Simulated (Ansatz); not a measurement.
Basis-set extrapolation for `O[Si](O)(F)[SiH2]` radical (PBE0-D4/def2-TZVP geometry, frozen core, Ansatz). Multiplicity 2, UHF reference.

```json
{"": "HF", "def2-TZVPP": "-829.645411", "def2-QZVPP": "-829.676029"}
{"": "MP2 correlation", "def2-TZVPP": "-0.944531", "def2-QZVPP": "-1.026611"}
{"": "CCSD(T) correlation", "def2-TZVPP": "-1.006929", "def2-QZVPP": "not run"}
```

Energies in hartree. Use E(X) = E(∞) + A·exp(−7.88·√X) for Hartree–Fock and E(X) = E(∞) + B·X^(−2.97) for correlation, with X = 3 and 4, and add CCSD(T) minus MP2 of the smaller set to the MP2 limit.

**Question.** What is the CCSD(T) energy at the basis-set limit?

**Answer.** HF limit: -829.676029 + (-0.030618) × 0.13774 = -829.68025. MP2 limit: -1.026611 + (-0.082080) × 0.74074 = -1.08741. Higher-order term: -1.006929 − (-0.944531) = -0.06240. Total: -830.83006 hartree, 111.5 kcal/mol below CCSD(T)/def2-TZVPP.
